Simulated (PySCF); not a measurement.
A GIAO shielding run with PySCF (density fitting, non-relativistic, gas phase) on `CN(C)[SiH2]N(C)[SiH2]P`, C₃H₁₅N₂PSi₂:

```
$ OMP_NUM_THREADS=1 python probes_run.py task.json out

{"job": {"kind": "nmr", "xc": "PBE0", "basis": "pcSseg-1"}, "charge": 0, "multiplicity": 1}
C      1.730850    -0.277229     1.146578
N      1.295143     0.462439    -0.015270
C      2.208927     1.524900    -0.346355
Si     0.388893    -0.331525    -1.244064
N     -1.041757    -0.932631    -0.465838
C     -1.710725    -2.071903    -1.050475
Si    -1.970435    -0.074576     0.720831
P     -0.825882     1.673139     1.496764
H      2.706004    -0.752516     0.981494
H      1.816305     0.399216     2.001564
H      0.997371    -1.043961     1.383692
H      3.218844     1.144160    -0.544826
H      2.265422     2.232743     0.485156
H      1.860278     2.050254    -1.231107
H      0.110262     0.684108    -2.266448
H      1.031638    -1.510807    -1.844093
H     -2.181480    -2.668351    -0.269511
H     -2.488215    -1.760578    -1.752976
H     -0.998642    -2.693859    -1.587552
H     -3.279598     0.285017     0.141302
H     -2.215131    -0.999881     1.841954
H     -0.967223     2.446250     0.357432
H     -1.955603     2.242576     2.071827
```

Hardware: 1 thread of an Arm Neoverse N1, shared host. The job also computes population analyses, field gradients.

(1) How large is the calculation?

(2) How long does it take, and how much memory does it need?

Answers

(1) 90 electrons, 232 basis functions and 1266 auxiliary functions.

(2) 91 s of wall time, with 12 SCF cycles and 4 response iterations; peak memory 1.1 GiB. Times on a shared host scatter by some tens of per cent.
